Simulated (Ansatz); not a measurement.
Input for Ansatz (an electronic-structure program): U-PBE/def2-TZVPP on H3NPb (SMILES [NH2][PbH]), a point of a bond scan (R = 2.797 Å). Elements past Kr take the def2 small-core potentials; no spin–orbit coupling.

Ansatz 0.2 input:
```yaml
crystal:
  periodic: [false, false, false]
  atoms:
    - {symbol: Pb, position_ang: [-0.05694593, 0.13456917, 0.16632944]}
    - {symbol: H, position_ang: [-1.08966240, 1.79949263, -1.82992274]}
    - {symbol: N, position_ang: [0.56443627, -1.27984887, -1.29975235]}
    - {symbol: H, position_ang: [0.42875834, -1.17436011, -2.29403486]}
    - {symbol: H, position_ang: [1.03517771, -2.14588818, -1.08220763]}
basis:
  gaussian:
    orbitals: def2-TZVPP
hamiltonian:
  xc: {name: PBE}
magnetization: {spin_polarized: true, initial_magnetization: 0}
```

It printed:

```
WARN ansatz: RAYON_NUM_THREADS=1 ignored (pool sized by the plan → 1); use --threads N
Functional definition: PBE
integrals: 0.03 GiB planned
714 factors; their error is unknown
mean field: 0.37 GiB planned
mean field evaluation 1: about -6770.8960 eV, gradient 5.7e1 eV
mean field evaluation 2: about -6667.8120 eV, gradient 1.2e2 eV
mean field evaluation 4: about -6784.4798 eV, gradient 1.3e1 eV
mean field evaluation 8: about -6785.3597 eV, gradient 1.7e-1 eV
mean field evaluation 16: about -6785.3579 eV, gradient 3.7e-4 eV
mean field evaluation 32: about -6781.6897 eV, gradient 1.1e1 eV
mean field -6785.35788338 eV, -249.3573029334 hartree, gradient 7.6e-6 eV, S^2 0.000000; 4 other end points of the search recorded, 0 dependent functions left out
reference -6785.35792487 eV, -249.3573044582 hartree; 16, 16 occupied and 107, 107 virtual orbitals, 714 factors
Total energy: -6785.35792487 eV, -249.3573044582 hartree
```

Self-consistency was reached.

Cost: about 9 core-seconds (a rough figure).
